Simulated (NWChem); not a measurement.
The numbers come from NWChem runs, not from measurements. System: THF (C4H8O), charge 0, spin multiplicity 1, at a geometry optimised with PBE/def2-SVP. Level: PBE/def2-SVP.

Job file:

```
start mol
memory heap 200 mb stack 900 mb global 1100 mb
geometry units angstroms nocenter noautoz
  C      0.681858    -0.352962     0.995402
  C     -0.681858     0.352962     0.995402
  C     -1.168311     0.071911    -0.432429
  O      0.000000     0.000000    -1.250565
  C      1.168311    -0.071911    -0.432429
  H      1.377116     0.026270     1.770345
  H      0.553720    -1.443763     1.159036
  H     -1.377116    -0.026270     1.770345
  H     -0.553720     1.443763     1.159036
  H     -1.842548     0.863898    -0.826163
  H     -1.729320    -0.894065    -0.478796
  H      1.729320     0.894065    -0.478796
  H      1.842548    -0.863898    -0.826163
  symmetry group C2
end
basis spherical
  * library def2-svp
end
dft
  xc xpbe96 cpbe96
  semidirect memsize 60000000 filesize 0
  iterations 100
end
task dft energy
```

Part of the output:

```
             Northwest Computational Chemistry Package (NWChem) 7.3.0
             --------------------------------------------------------

                                NWChem Input Module
                                -------------------

 Scaling coordinates for geometry "geometry" by  1.889725989
 (inverse scale =  0.529177249)

 Turning off AUTOSYM since
 SYMMETRY directive was detected!

                             Geometry "geometry" -> ""
                             -------------------------

 Output coordinates in angstroms (scale by  1.889725989 to convert to a.u.)

  No.       Tag          Charge          X              Y              Z
 ---- ---------------- ---------- -------------- -------------- --------------
    1 C                    6.0000     0.68185800    -0.35296200     0.99540200
    2 C                    6.0000    -0.68185800     0.35296200     0.99540200
    3 C                    6.0000    -1.16831100     0.07191100    -0.43242900
    4 O                    8.0000     0.00000000     0.00000000    -1.25056500
    5 C                    6.0000     1.16831100    -0.07191100    -0.43242900
    6 H                    1.0000     1.37711600     0.02627000     1.77034500
    7 H                    1.0000     0.55372000    -1.44376300     1.15903600
    8 H                    1.0000    -1.37711600    -0.02627000     1.77034500
    9 H                    1.0000    -0.55372000     1.44376300     1.15903600
   10 H                    1.0000    -1.84254800     0.86389800    -0.82616300
   11 H                    1.0000    -1.72932000    -0.89406500    -0.47879600
   12 H                    1.0000     1.72932000     0.89406500    -0.47879600
   13 H                    1.0000     1.84254800    -0.86389800    -0.82616300

 Effective nuclear repulsion energy (a.u.)     189.7908569385

            Nuclear Dipole moment (a.u.)
            ----------------------------
        X                 Y               Z
 ---------------- ---------------- ----------------
     0.0000000000     0.0000000000    -0.0000000000

      Symmetry information
      --------------------

 Group name             C2
 Group number              4
 Group order               2
 No. of unique centers     7

      Symmetry unique atoms

     1    3    4    6    7   10   11


 Summary of "ao basis" -> "" (spherical)
 ------------------------------------------------------------------------------
       Tag                 Description            Shells   Functions and Types
 ---------------- ------------------------------  ------  ---------------------
 *                          def2-svp                  on all atoms

  pbe96 is a nonlocal functional; adding pw91lda local functional.

                                 NWChem DFT Module
                                 -----------------

 Summary of "ao basis" -> "ao basis" (spherical)
 ------------------------------------------------------------------------------
       Tag                 Description            Shells   Functions and Types
 ---------------- ------------------------------  ------  ---------------------
 C                          def2-svp                 6       14   3s2p1d
 O                          def2-svp                 6       14   3s2p1d
 H                          def2-svp                 3        5   2s1p

 Summary of "ao basis" -> "ao basis" (spherical)
 ------------------------------------------------------------------------------
       Tag                 Description            Shells   Functions and Types
 ---------------- ------------------------------  ------  ---------------------
 C                          def2-svp                 6       14   3s2p1d
 O                          def2-svp                 6       14   3s2p1d
 H                          def2-svp                 3        5   2s1p

      Symmetry analysis of basis
      --------------------------

        a          56
        b          54

            General Information
            -------------------
          SCF calculation type: DFT
          Wavefunction type:  closed shell.
          No. of atoms     :    13
          No. of electrons :    40
           Alpha electrons :    20
            Beta electrons :    20
          Charge           :     0
          Spin multiplicity:     1
          Use of symmetry is: on ; symmetry adaption is: on
          Maximum number of iterations: 100
          AO basis - number of functions:   110
                     number of shells:    54
          Convergence on energy requested:  1.00D-06
          Convergence on density requested:  1.00D-05
          Convergence on gradient requested:  5.00D-04

              XC Information
              --------------
          PerdewBurkeErnzerhof Exchange Functional  1.000
            Perdew 1991 LDA Correlation Functional  1.000 local
           PerdewBurkeErnz. Correlation Functional  1.000 non-local

             Grid Information
             ----------------
          Grid used for XC integration:  medium
          Radial quadrature: Mura-Knowles
          Angular quadrature: Lebedev.
          Tag              B.-S. Rad. Rad. Pts. Rad. Cut. Ang. Pts.
          ---              ---------- --------- --------- ---------
          C                   0.70       49          10.0       434
          O                   0.60       49          10.0       434
          H                   0.35       45          11.0       434
          Grid pruning is: on
          Number of quadrature shells:   327
          Spatial weights used:  Erf1

          Convergence Information
          -----------------------
          Convergence aids based upon iterative change in
          total energy or number of iterations.
          Levelshifting, if invoked, occurs when the
          HOMO/LUMO gap drops below (HL_TOL):  1.00D-02
          DIIS, if invoked, will attempt to extrapolate
          using up to (NFOCK): 10 stored Fock matrices.

                    Damping( 0%)  Levelshifting(0.5)       DIIS
                  --------------- ------------------- ---------------
          dE  on:    start            ASAP                start
          dE off:    2 iters        100 iters           100 iters

      Screening Tolerance Information
      -------------------------------
          Density screening/tol_rho:  1.00D-10
          AO Gaussian exp screening on grid/accAOfunc:  14
          CD Gaussian exp screening on grid/accCDfunc:  20
          XC Gaussian exp screening on grid/accXCfunc:  20
          Schwarz screening/accCoul:  1.00D-08

      Superposition of Atomic Density Guess
      -------------------------------------

 Sum of atomic energies:        -229.18462805

      Non-variational initial energy
      ------------------------------

 Total energy =    -232.471051
 1-e energy   =    -685.138474
 2-e energy   =     262.876566
 HOMO         =      -0.317432
 LUMO         =       0.104965

      Symmetry analysis of molecular orbitals - initial
      -------------------------------------------------

  Numbering of irreducible representations:

     1 a           2 b

  Orbital symmetries:

     1 a           2 a           3 b           4 a           5 b
     6 a           7 a           8 b           9 b          10 a
    11 b          12 a          13 b          14 a          15 b
    16 a          17 b          18 a          19 a          20 b
    21 a          22 b          23 a          24 b          25 a
    26 b          27 a          28 b          29 a          30 b

------------------------------------------------------------
EAF file 0: "./mol.aoints.0" size=524288 bytes
------------------------------------------------------------
               write      read    awrite     aread      wait
               -----      ----    ------     -----      ----
     calls:        1         0         0         0         0
   data(b): 5.24e+05  0.00e+00  0.00e+00  0.00e+00
   time(s): 0.00e+00  0.00e+00  0.00e+00  0.00e+00  0.00e+00
rate(mb/s): 0.00e+00  0.00e+00
------------------------------------------------------------

 Grid integrated density:      40.000071609225
 Requested integration accuracy:   0.10E-05

   convergence    iter        energy       DeltaE   RMS-Dens  Diis-err    time
 ---------------- ----- ----------------- --------- --------- ---------  ------
 d= 0,ls=0.0,diis     1   -231.9126465848 -4.22D+02  1.42D-02  5.86D-01     1.9
 Grid integrated density:      40.000074322964
 Requested integration accuracy:   0.10E-05
 d= 0,ls=0.0,diis     2   -231.8805505489  3.21D-02  8.84D-03  9.81D-01     2.2
 Grid integrated density:      40.000064800724
 Requested integration accuracy:   0.10E-05
 d= 0,ls=0.0,diis     3   -231.9687700538 -8.82D-02  2.05D-03  1.07D-01     2.6
 Grid integrated density:      40.000067973701
 Requested integration accuracy:   0.10E-05
 d= 0,ls=0.0,diis     4   -231.9774148492 -8.64D-03  7.69D-04  7.69D-03     3.0
 Grid integrated density:      40.000067275102
 Requested integration accuracy:   0.10E-05
 d= 0,ls=0.0,diis     5   -231.9782574059 -8.43D-04  2.46D-04  5.40D-04     3.5
 Grid integrated density:      40.000067427616
 Requested integration accuracy:   0.10E-05
  Resetting Diis
 d= 0,ls=0.0,diis     6   -231.9783304390 -7.30D-05  2.09D-05  2.38D-06     4.1
 Grid integrated density:      40.000067427943
 Requested integration accuracy:   0.10E-05
 d= 0,ls=0.0,diis     7   -231.9783307875 -3.49D-07  5.56D-06  9.22D-08     4.7

         Total DFT energy =     -231.978330787544
      One electron energy =     -689.783273835451
           Coulomb energy =      300.939683664832
    Exchange-Corr. energy =      -32.925597555465
 Nuclear repulsion energy =      189.790856938541

 Numeric. integr. density =       40.000067427943

     Total iterative time =      4.2s

                  Occupations of the irreducible representations
                  ----------------------------------------------

                     irrep           alpha         beta
                     --------     --------     --------
                     a                11.0         11.0
                     b                 9.0          9.0

                       DFT Final Molecular Orbital Analysis
                       ------------------------------------

 Vector   18  Occ=2.000000D+00  E=-2.882126D-01  Symmetry=a
              MO Center= -1.6D-15, -1.6D-16,  6.4D-01, r^2= 3.3D+00
   Bfn.  Coefficient  Atom+Function         Bfn.  Coefficient  Atom+Function
  ----- ------------  ---------------      ----- ------------  ---------------
     5      0.275211   1 C  py               19     -0.275211   2 C  py
    76     -0.272287   7 H  s                86     -0.272287   9 H  s
    33      0.176412   3 C  py               61     -0.176412   5 C  py
    77     -0.171607   7 H  s                87     -0.171607   9 H  s
    96     -0.154176  11 H  s               101     -0.154176  12 H  s

 Vector   19  Occ=2.000000D+00  E=-2.644514D-01  Symmetry=a
              MO Center=  5.1D-16, -2.2D-16, -7.5D-01, r^2= 2.1D+00
   Bfn.  Coefficient  Atom+Function         Bfn.  Coefficient  Atom+Function
  ----- ------------  ---------------      ----- ------------  ---------------
    48      0.487007   4 O  pz               51      0.352377   4 O  pz
    34     -0.210525   3 C  pz               62     -0.210525   5 C  pz
     6      0.190743   1 C  pz               20      0.190743   2 C  pz
    45     -0.174371   4 O  s                44     -0.167287   4 O  s
     3     -0.097812   1 C  s                 9      0.097365   1 C  pz

 Vector   20  Occ=2.000000D+00  E=-1.930487D-01  Symmetry=b
              MO Center=  5.3D-15, -3.1D-16, -9.7D-01, r^2= 2.0D+00
   Bfn.  Coefficient  Atom+Function         Bfn.  Coefficient  Atom+Function
  ----- ------------  ---------------      ----- ------------  ---------------
    47      0.565049   4 O  py               50      0.423545   4 O  py
    96      0.202973  11 H  s               101     -0.202973  12 H  s
    97      0.167493  11 H  s               102     -0.167493  12 H  s
    91     -0.151692  10 H  s               106      0.151692  13 H  s
     3     -0.145076   1 C  s                17      0.145076   2 C  s

 Vector   21  Occ=0.000000D+00  E= 3.046482D-02  Symmetry=a
              MO Center=  4.7D-14,  3.5D-14,  7.3D-01, r^2= 7.0D+00
   Bfn.  Coefficient  Atom+Function         Bfn.  Coefficient  Atom+Function
  ----- ------------  ---------------      ----- ------------  ---------------
     3      1.067345   1 C  s                17      1.067345   2 C  s
    72     -0.721712   6 H  s                82     -0.721712   8 H  s
    77     -0.709666   7 H  s                87     -0.709666   9 H  s
    31      0.609212   3 C  s                59      0.609212   5 C  s
    97     -0.577917  11 H  s               102     -0.577917  12 H  s

 Vector   22  Occ=0.000000D+00  E= 5.357291D-02  Symmetry=b
              MO Center= -1.6D-14, -4.7D-14,  7.3D-01, r^2= 6.3D+00
   Bfn.  Coefficient  Atom+Function         Bfn.  Coefficient  Atom+Function
  ----- ------------  ---------------      ----- ------------  ---------------
    77      0.911020   7 H  s                87     -0.911020   9 H  s
    97      0.621999  11 H  s               102     -0.621999  12 H  s
    72     -0.597406   6 H  s                82      0.597406   8 H  s
     3     -0.530152   1 C  s                17      0.530152   2 C  s
    31     -0.440351   3 C  s                59      0.440351   5 C  s

 Vector   23  Occ=0.000000D+00  E= 7.638785D-02  Symmetry=b
              MO Center= -2.5D-14,  4.8D-15,  1.0D-01, r^2= 8.4D+00
   Bfn.  Coefficient  Atom+Function         Bfn.  Coefficient  Atom+Function
  ----- ------------  ---------------      ----- ------------  ---------------
    31     -1.275555   3 C  s                59      1.275555   5 C  s
     3      1.173917   1 C  s                17     -1.173917   2 C  s
    92      0.940293  10 H  s               107     -0.940293  13 H  s
    97      0.752366  11 H  s               102     -0.752366  12 H  s
    72     -0.670263   6 H  s                82      0.670263   8 H  s

 center of mass
 --------------
 x =   0.00000000 y =   0.00000000 z =  -0.08436810

 moments of inertia (a.u.)
 ------------------
         265.809039567891          33.649816954678           0.000000000000
          33.649816954678         447.205512960140           0.000000000000
           0.000000000000           0.000000000000         255.906947284148

     Multipole analysis of the density
     ---------------------------------

     L   x y z        total         alpha         beta         nuclear
     -   - - -        -----         -----         ----         -------
     0   0 0 0     -0.000000    -20.000000    -20.000000     40.000000

     1   1 0 0      0.000000      0.000000      0.000000      0.000000
     1   0 1 0      0.000000      0.000000      0.000000      0.000000
     1   0 0 1      0.659856      0.329928      0.329928     -0.000000

     2   2 0 0    -22.052120    -80.904184    -80.904184    139.756249
     2   1 1 0     -0.166698      9.762143      9.762143    -19.690984
     2   1 0 1     -0.000000     -0.000000     -0.000000      0.000000
     2   0 2 0    -23.143104    -27.317567    -27.317567     31.492030
     2   0 1 1     -0.000000     -0.000000     -0.000000      0.000000
     2   0 0 2    -25.791226    -79.716825    -79.716825    133.642425

 Task  times  cpu:        4.7s     wall:        4.7s

 Total times  cpu:        4.8s     wall:        4.8s
```
